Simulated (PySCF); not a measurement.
A calculated (M06-2X, PySCF 2.14, x2c-SVPall, scalar relativity by spin-free X2C-1e) atom or ion has these occupied shells.

```csv
shell,electrons,orbital energy (eV),"rms radius, mean of both spins (bohr)"
1s α,1,-14280.0,0.0478
1s β,1,-14279.8,0.0478
2s α,1,-1919.3,0.199
2s β,1,-1919.2,0.199
2p α,3,-1701.2,0.177
2p β,3,-1701.1,0.177
3s α,1,-293.72,0.568
3s β,1,-293.55,0.568
3p α,3,-223.51,0.583
3p β,3,-223.29,0.583
3d α,5,-104.93,0.612
3d β,5,-104.78,0.612
4s α,1,-39.305,1.66
4s β,1,-37.316,1.66
4p α,3,-23.085,1.99
4p β,2,-22.087,1.99
```

(1) Name the element and its charge.

Results:

(1) Kr⁺ (krypton, charge +1), in [Ar] 3d10 4s2 4p5, 2P determinant.
